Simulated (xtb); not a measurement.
Input for xtb: GFN-FF on O3 (SMILES O=[O+][O-]).

```
$ xtb mol.xyz --gfnff --sp --chrg 0 --uhf 0
3

O      1.08130819    -0.18658168    -0.00000000
O     -0.01101308     0.42842452     0.00000000
O     -1.07029510    -0.24184284     0.00000000
```

Program output:

```
[...]
           -------------------------------------------------
          |                Calculation Setup                |
           -------------------------------------------------



          ==================== Thresholds ====================
          CN  :   150.00000
          rep :   500.00000
          disp:  2500.00000
          HB1 :   250.00000
          HB2 :   450.00000

          Pauling EN used:
          Z : 8  EN :  3.44
          electric field strengths (au): 0.000

           -------------------------------------------------
          |           Force Field Initialization            |
           -------------------------------------------------

          distances ...
          ----------------------------------------
          generating topology and atomic info file ...
          pair mat ...
          computing topology distances matrix with Floyd-Warshall algo ...
          making topology EEQ charges ...
          #fragments for EEQ constrain: 1
          ----------------------------------------
          generating topology and atomic info file ...
          pair mat ...
          computing topology distances matrix with Floyd-Warshall algo ...
          making topology EEQ charges ...
          #fragments for EEQ constrain: 1
          rings ...
          # BATM   0
          # H in HB   0
          doing iterative Hueckel for 1 subsystem(s) ...

  atom   neighbors  erfCN metchar sp-hybrid imet pi  qest     coordinates
    1  O       1    0.98   0.00         2    0    1  -0.049    2.043376   -0.352588   -0.000000
    2  O       2    1.92   0.00         3    0    1   0.099   -0.020812    0.809605    0.000000
    3  O       1    0.98   0.00         2    0    1  -0.049   -2.022565   -0.457017    0.000000

          #atoms :   3
          #bonds :   2
          #angl  :   1
          #tors  :   0
          #nmol  :   1
          #optfrag :   1
           -------------------------------------------------
          |                   G F N - F F                   |
          |          A general generic force-field          |
          |                  Version 1.0.3                  |
           -------------------------------------------------
          Number of HB bonds (bound hydrogen)     0
          Number of HB bonds (unbound hydrogen)   0
          Number of XB bonds                      0

 E+G (total)                   0 d,  0 h,  0 min,  0.000 sec
 distance/D3 list               ...        0 min,  0.000 sec (  1.481%)
 non bonded repulsion           ...        0 min,  0.000 sec ( 20.151%)
 dCN                            ...        0 min,  0.000 sec (  2.523%)
 EEQ energy and q               ...        0 min,  0.000 sec ( 13.344%)
 D3                             ...        0 min,  0.000 sec ( 14.315%)
 EEQ gradient                   ...        0 min,  0.000 sec (  6.314%)
 bonds                          ...        0 min,  0.000 sec (  8.039%)
 bend and torsion               ...        0 min,  0.000 sec (  6.751%)
 bonded ATM                     ...        0 min,  0.000 sec (  0.790%)
 HB/XB (incl list setup)        ...        0 min,  0.000 sec ( 15.502%)

         :::::::::::::::::::::::::::::::::::::::::::::::::::::
         ::                     SUMMARY                     ::
         :::::::::::::::::::::::::::::::::::::::::::::::::::::
         :: total energy              -0.333841565540 Eh    ::
         :: gradient norm              0.052026943563 Eh/a0 ::
         ::.................................................::
         :: bond energy               -0.353164960856 Eh    ::
         :: angle energy               0.002969786272 Eh    ::
         :: torsion energy             0.000000000000 Eh    ::
Note: The following floating-point exceptions are signalling: IEEE_UNDERFLOW_FLAG IEEE_DENORMAL
normal termination of xtb
         :: repulsion energy           0.020290690452 Eh    ::
         :: electrostat energy        -0.003537573350 Eh    ::
         :: dispersion energy         -0.000399508057 Eh    ::
         :: HB energy                  0.000000000000 Eh    ::
         :: XB energy                  0.000000000000 Eh    ::
         :: bonded atm energy          0.000000000000 Eh    ::
         :: external energy            0.000000000000 Eh    ::
         :: add. restraining           0.000000000000 Eh    ::
         :: total charge               0.000000000000 e     ::
         :::::::::::::::::::::::::::::::::::::::::::::::::::::

           -------------------------------------------------
          |                Property Printout                |
           -------------------------------------------------

molecular dipole:
                 x           y           z       tot (Debye)
 q only:       -0.004       0.138       0.000       0.350

           -------------------------------------------------
          | TOTAL ENERGY               -0.333841565540 Eh   |
          | GRADIENT NORM               0.052026943563 Eh/α |
           -------------------------------------------------
########################################################################
[WARNING] Runtime exception occurred
-1- gfnff_setup: Could not read topology file.
########################################################################

------------------------------------------------------------------------
------------------------------------------------------------------------
 total:
 SCF:
```

The run finished.

Cost: roughly 0.010 core-seconds.
